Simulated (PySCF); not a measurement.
C4N4O4Si. Atoms are numbered in the order given.

```xyz
13

O      2.3467    -2.3467    -2.3467
C      1.6726    -1.6726    -1.6726
N      0.9793    -0.9793    -0.9793
Si     0.0000     0.0000     0.0000
N     -0.9793    -0.9793     0.9793
C     -1.6726    -1.6726     1.6726
O     -2.3467    -2.3467     2.3467
N     -0.9793     0.9793    -0.9793
C     -1.6726     1.6726    -1.6726
O     -2.3467     2.3467    -2.3467
N      0.9793     0.9793     0.9793
C      1.6726     1.6726     1.6726
O      2.3467     2.3467     2.3467
```

The structure is a stationary point at B3LYP-D3(BJ)/def2-SVP. The isomer is the one that the SMILES or the coordinates give; other isomers of the formula were not compared. Other conformers were not sampled.

Method: TDA-M06-2X/def2-SVP (PySCF 2.14.0).

Vertical excitations; the highest root listed may be one member of a degenerate set.  State labels are in the subgroup D2.

Computed UV-visible absorptions:
```
state  symmetry  energy (eV)  λ (nm)      f                                                                    main pairs
-----  --------  -----------  ------  -----  ----------------------------------------------------------------------------
S1            A         6.90     180  0.000     HOMO−2→LUMO 24 %, HOMO−1→LUMO+1 24 %, HOMO→LUMO+2 24 %, HOMO−4→LUMO+4 7 %
S2           B3         7.15     173  0.000       HOMO−1→LUMO, HOMO−2→LUMO+1, HOMO−5→LUMO+4, HOMO−6→LUMO (degenerate set)
S3           B1         7.15     173  0.000     HOMO−1→LUMO+2, HOMO→LUMO+1, HOMO−7→LUMO+3, HOMO−5→LUMO+1 (degenerate set)
S4           B2         7.15     173  0.000         HOMO−2→LUMO+2, HOMO→LUMO, HOMO−6→LUMO+3, HOMO−5→LUMO (degenerate set)
S5           B2         7.40     167  0.000       HOMO−4→LUMO+1, HOMO−1→LUMO+4, HOMO→LUMO, HOMO−2→LUMO+2 (degenerate set)
S6           B1         7.40     167  0.000       HOMO−2→LUMO+4, HOMO−4→LUMO, HOMO→LUMO+1, HOMO−1→LUMO+2 (degenerate set)
S7           B3         7.40     167  0.000       HOMO→LUMO+3, HOMO−3→LUMO+2, HOMO−1→LUMO, HOMO−2→LUMO+1 (degenerate set)
S8            A         7.46     166  0.000       HOMO−2→LUMO, HOMO→LUMO+2, HOMO−6→LUMO+1, HOMO−1→LUMO+7 (degenerate set)
S9            A         7.46     166  0.000         HOMO−1→LUMO+1, HOMO→LUMO+2, HOMO−7→LUMO, HOMO−2→LUMO (degenerate set)
S10          B1         7.78     159  0.002  HOMO−6→LUMO+2 16 %, HOMO−5→LUMO+1 16 %, HOMO−2→LUMO+3 15 %, HOMO−3→LUMO 14 %
T1           B1         6.62     187      0       HOMO→LUMO+1, HOMO−1→LUMO+2, HOMO−2→LUMO+3, HOMO−3→LUMO (degenerate set)
T2           B3         6.62     187      0       HOMO−1→LUMO, HOMO−2→LUMO+1, HOMO→LUMO+4, HOMO−4→LUMO+2 (degenerate set)
T3           B2         6.62     187      0       HOMO→LUMO, HOMO−2→LUMO+2, HOMO−1→LUMO+3, HOMO−3→LUMO+1 (degenerate set)
T4            A         6.90     180      0     HOMO−2→LUMO 24 %, HOMO−1→LUMO+1 24 %, HOMO→LUMO+2 24 %, HOMO−4→LUMO+4 7 %
```
Triplets are in the Tamm–Dancoff approximation.
